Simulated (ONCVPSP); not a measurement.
**Br (Z = 35), ONCV: configuration errors across variants**

ONCVPSP 4.0.1 input, shortened (lines: element, Z, core and valence counts, functional; n l f; lmax; l rc ep ncon nbas qcut; lloc lpopt rc5 dvloc0; l nproj debl; icmod fcfact rcfact), PBEsol, scalar-relativistic:

```
  Br 35.00    5    3  -116133      upf
    1    0    2.00
    2    0    2.00
    2    1    6.00
    3    0    2.00
    3    1    6.00
    3    2   10.00
    4    0    1.00
    4    1    6.00
    2
    0    1.30    0.00    4    8    5.20
    1    1.20    0.00    5    8    6.00
    2    0.95    0.00    4    9   14.90
    4    2    0.80    4.00
    0    1    2.80
    1    3    1.50
    2    2    0.90
    0    0.00    0.00
```

In the d channel the program set the typed energies aside and used -2.508, 0.250 Ha.

All-electron excitation energies from the reference (eV): (1) 3d10 4s2 4p5 -12.376; (2) 3d10 4s2 4p4 0.177; (3) 3d10 4s2 4p3 22.949; (4) 3d10 4s2 4p2 56.958.

A true bound ghost makes a file unfit for plane-wave use even where its test errors are small: the radial tests pick states by their node count and pass the ghost by.

Errors AE − PS in meV (a dash: test not solved or not reliable):

| change | (1) | (2) | (3) | (4) | bound ghosts | GHOST(+) flags above zero |
| --- | --- | --- | --- | --- | --- | --- |
| base | +4.6 | +1.6 | +0.6 | +12 | p | s, p |
| d: rc 0.66; local potential polynomial inside 0.66 bohr (lpopt 2, dvloc0 4 Ha) | +3.8 | +1.7 | -4.1 | -14 | s, p | p |
| d: rc 0.84 | +4.7 | +1.7 | +0.8 | +12 | p | s, p |
| d: rc 0.96 | +4.6 | +1.6 | +0.5 | +12 | p | s, p |
| d: rc 1.08 | +4.5 | +1.4 | +0.3 | +11 | p | s, p |
| d: rc 1.18 | +4.5 | +1.3 | +0.1 | +11 | p | s, p |
| d: rc 1.26 | +4.4 | +1.1 | 0.0 | +11 | p | s, p |
| d: rc 1.4 | +4.1 | +0.8 | -0.3 | +11 | p | s, p |

Q: Give the same row for: d: rc 0.76; local potential polynomial inside 0.76 bohr (lpopt 2, dvloc0 4 Ha).

A: +5.6, +1.8, +8.2, +56; bound ghosts: p, s; GHOST(+) flags above zero: p.
